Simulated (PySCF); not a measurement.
Molfile (atoms numbered from 1):
```
C6H9F
     RDKit          3D

 16 17  0  0  0  0  0  0  0  0999 V2000
   -1.5476   -0.8053    0.4124 C   0  0  0  0  0  0  0  0  0  0  0  0
   -0.3077   -0.0348   -0.0028 C   0  0  1  0  0  0  0  0  0  0  0  0
   -0.6688    1.2584   -0.7081 C   0  0  0  0  0  0  0  0  0  0  0  0
   -1.3136    2.1109    0.1623 F   0  0  0  0  0  0  0  0  0  0  0  0
    0.8816   -0.1475    0.9077 C   0  0  1  0  0  0  0  0  0  0  0  0
    1.9635    0.1346   -0.0831 C   0  0  0  0  0  0  0  0  0  0  0  0
    0.8860   -0.8501   -0.4097 C   0  0  2  0  0  0  0  0  0  0  0  0
   -2.1912   -0.1743    1.0219 H   0  0  0  0  0  0  0  0  0  0  0  0
   -2.1093   -1.1240   -0.4645 H   0  0  0  0  0  0  0  0  0  0  0  0
   -1.2751   -1.6856    0.9891 H   0  0  0  0  0  0  0  0  0  0  0  0
   -1.3697    1.0654   -1.5284 H   0  0  0  0  0  0  0  0  0  0  0  0
    0.1971    1.8044   -1.0862 H   0  0  0  0  0  0  0  0  0  0  0  0
    0.9386   -0.4764    1.9237 H   0  0  0  0  0  0  0  0  0  0  0  0
    2.9412   -0.2754    0.1417 H   0  0  0  0  0  0  0  0  0  0  0  0
    2.0200    1.0879   -0.5913 H   0  0  0  0  0  0  0  0  0  0  0  0
    0.9476   -1.8789   -0.6961 H   0  0  0  0  0  0  0  0  0  0  0  0
  2  1  1  1
  2  3  1  0
  3  4  1  0
  2  5  1  0
  5  6  1  0
  6  7  1  0
  7  2  1  0
  7  5  1  0
  1  8  1  0
  1  9  1  0
  1 10  1  0
  3 11  1  0
  3 12  1  0
  5 13  1  1
  6 14  1  0
  6 15  1  0
  7 16  1  1
M  END
```

No solvent, averaged over atoms made equivalent by symmetry, fast rotation or ring inversion, one conformer, non-relativistic. GFN2-xTB geometry; GIAO PBE0/pcSseg-1 shieldings; PySCF 2.14.0 with density-fitted response routines.

Shifts are taken against calculated references (same method and geometry level): ¹³C and ¹H vs TMS; ¹⁹F vs CFCl3.

```json
{"atoms": "C3", "nucleus": "¹³C", "count": "1", "δ (ppm)": "?"}
{"atoms": "C2", "nucleus": "¹³C", "count": "1", "δ (ppm)": "?"}
{"atoms": "H14", "nucleus": "¹H", "count": "1", "δ (ppm)": "1.45"}
{"atoms": "F4", "nucleus": "¹⁹F", "count": "1", "δ (ppm)": "-260.1"}
{"atoms": "H15", "nucleus": "¹H", "count": "1", "δ (ppm)": "1.18"}
{"atoms": "H8/H9/H10", "nucleus": "¹H", "count": "3", "δ (ppm)": "1.29"}
{"atoms": "C6", "nucleus": "¹³C", "count": "1", "δ (ppm)": "27.6"}
{"atoms": "C1", "nucleus": "¹³C", "count": "1", "δ (ppm)": "21.4"}
{"atoms": "C5/C7", "nucleus": "¹³C", "count": "2", "δ (ppm)": "11.2"}
{"atoms": "H13/H16", "nucleus": "¹H", "count": "2", "δ (ppm)": "1.75"}
{"atoms": "H11/H12", "nucleus": "¹H", "count": "2", "δ (ppm)": "?"}
```

**Question.** Complete the table.

**Answer.** 
- C3: 82.2 ppm, sp3 CH2 bonded to F; pulled downfield by the heteroatom
- C2: 50.5 ppm, three-membered-ring carbon; saturated and bonded to C and H only
- H11/H12: 4.53 ppm, hydrogen on an sp3 CH2 bonded to F; its carbon carries F, hence the downfield position

Shifts are as computed. Against solution values, carbons near 30 ppm lie about +3 ppm off and those near 130 ppm about +5 ppm. Of 1309 compounds with measured shifts, 239 miss one by over three times the rms of a fit or turn the order of signals round; such compounds aren't used in these exercises. Unscaled 19F shifts against computed CFCl3 carry errors that often reach 10 to 50 ppm.
